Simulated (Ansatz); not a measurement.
A run for Ansatz (a quantum-chemistry and plane-wave program): U-B3LYP/cc-pVTZ on BF2H (SMILES FBF), a point of a bond scan (R = 1.186 Å).

Ansatz 0.2 input:
```yaml
crystal:
  periodic: [false, false, false]
  atoms:
    - {symbol: B, position_ang: [-0.23542436, -0.38535740, 0.08189990]}
    - {symbol: H, position_ang: [-0.84419732, -1.38183527, 0.29368107]}
    - {symbol: F, position_ang: [0.78573332, -0.16346058, 0.64261690]}
    - {symbol: F, position_ang: [-0.67460427, 0.50643007, -0.78304996]}
basis:
  gaussian:
    orbitals: cc-pVTZ
hamiltonian:
  xc: {name: B3LYP}
magnetization: {spin_polarized: true, initial_magnetization: 0}
```

### Question
Give the final energy of this run.

### Answer
-225.3265 hartree.
